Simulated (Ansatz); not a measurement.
Input file for F$_{2}$GeH$_{4}$OSi, SMILES `[F][GeH]([F])[O][SiH3]`:

```yaml
crystal:
  periodic: [false, false, false]
  atoms:
    - {symbol: F, position_ang: [1.781724, -1.296709, -1.079123]}
    - {symbol: Ge, position_ang: [1.497939, -0.386371, 0.349209]}
    - {symbol: F, position_ang: [2.068375, 1.191904, -0.019415]}
    - {symbol: O, position_ang: [-0.209627, -0.300153, 0.610195]}
    - {symbol: Si, position_ang: [-1.527291, 0.301746, -0.184112]}
    - {symbol: H, position_ang: [2.241763, -0.978120, 1.531401]}
    - {symbol: H, position_ang: [-1.172480, 0.663432, -1.579573]}
    - {symbol: H, position_ang: [-2.577051, -0.745071, -0.182214]}
    - {symbol: H, position_ang: [-2.014752, 1.503042, 0.536532]}
basis:
  gaussian: {orbitals: def2-TZVPP}
correlation: {method: ccsd_t}
output: {orbitals: {seedname: orbitals}}
```

```sh
$ ansatz run in.yaml --threads 4 --pin off --events-out ev --progress --plain
```

Log, shortened:

```
Functional definition: HF
1480 factors; integrals over basis functions are off by at most 1.0e-3 eV
mean field evaluation 1: about -71851.3176 eV, gradient 5.1e1 eV
mean field evaluation 2: about -71851.5424 eV, gradient 5.1e1 eV
mean field evaluation 4: about -71856.1943 eV, gradient 3.4e0 eV
mean field evaluation 8: about -71856.2531 eV, gradient 3.3e-1 eV
mean field -71856.25335258 eV, -2640.6686047893 hartree, gradient 3.3e-6 eV, S^2 0.000000; 0 other end points of the search recorded, 0 dependent functions left out
17 core orbitals not correlated: weight in the atoms' cores, before any rotation towards them, 1.000 or more for the frozen orbitals, at most 0.000 for the correlated occupied ones
reference -71856.25335258 eV, -2640.6686047893 hartree; 21, 21 occupied and 201, 201 virtual orbitals, 1480 factors
second order -30.11631188 eV of doubles, -0.00000000 eV of singles
cycle   1  -29.71605640 eV  change    4.0e-1 eV  update   1.3e-1
cycle   2  -30.48224055 eV  change   -7.7e-1 eV  update   3.7e-2
cycle   3  -30.65023164 eV  change   -1.7e-1 eV  update   1.8e-2
cycle   4  -30.62675133 eV  change    2.3e-2 eV  update   3.6e-3
cycle   5  -30.62399620 eV  change    2.8e-3 eV  update   1.6e-3
cycle   6  -30.62534100 eV  change   -1.3e-3 eV  update   4.3e-4
cycle   7  -30.62518376 eV  change    1.6e-4 eV  update   1.5e-4
cycle   8  -30.62506529 eV  change    1.2e-4 eV  update   4.7e-5
cycle   9  -30.62507526 eV  change   -1.0e-5 eV  update   1.8e-5
perturbative correction -0.97504998 eV, -0.0358324259 hartree
Total energy: -71887.85347782 eV, -2641.8298879727 hartree
```

Run time 8.7 min (4 threads of a server CPU on a shared host); peak host memory 4.8 GiB.

The correlation energy is -31.600 eV, 3.1 % of it from (T); the T1 diagnostic reads 0.0123.
